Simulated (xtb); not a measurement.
I₄Zr (SMILES [I][Zr]([I])([I])[I]), singlet, from a rough starting geometry (GFN-xTB shapes and energies of metal compounds can be far from the true ones).

Input for xtb:
```
$ xtb mol.xyz --gfn 2 --opt vtight --json

# file mol.xyz
5

Zr    -0.03988994    -0.01927779    -0.03260655
I      2.17701678    -0.66818569    -1.57769986
I      0.89768639     0.40320308     2.57954588
I     -1.18682582     2.33554981    -0.94916201
I     -1.81836953    -2.09565773    -0.08440028
```

**Question.** Give the dipole moment at the level GFN2-xTB (xtb).

**Answer.** 0.00 D

**Question.** Give the HOMO-LUMO gap at the level GFN2-xTB.

**Answer.** 1.98 eV

**Question.** What total energy at the end of the optimisation does GFN2-xTB give?

**Answer.** -17.1287 Eh
